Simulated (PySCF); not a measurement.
# Exercise with solution: oscillator strength and radiative lifetime

C2H5FSi2, SMILES F[Si@H](C#C)[SiH3].

Geometry optimised at B3LYP-D3(BJ)/def2-SVP. The structure was generated by enumeration; whether it is a known compound was not checked.

TDDFT-PBE/def2-SVPD in PySCF puts the first singlet state with f over 0.02 at 6.19 eV (vertical), with the transition dipole (-0.389, -0.194, -0.037) in atomic units.

Task: Find the oscillator strength, the wavelength and the radiative lifetime that this transition would have in vacuum if emission retraced absorption.

Result: 
|μ|² = 0.1903 au, so |μ| = 1.11 D. ΔE = 6.19/27.211 = 0.2275 hartree. f = (2/3) ΔE |μ|² = 0.029 (the program prints 0.029).
λ = 1239.84/6.19 = 200 nm; ν = 49926 cm⁻¹.
Einstein's coefficient A = 0.6670 ν² f s⁻¹ (ν in cm⁻¹) = 4.8e7 s⁻¹, so τ = 1/A = 21 ns. This state is S4; the lower singlets have f = 0.007, 0.005, 0.012. The figure is the radiative limit of this one transition; relaxation, internal conversion, crossing to triplets and a medium change what is measured.
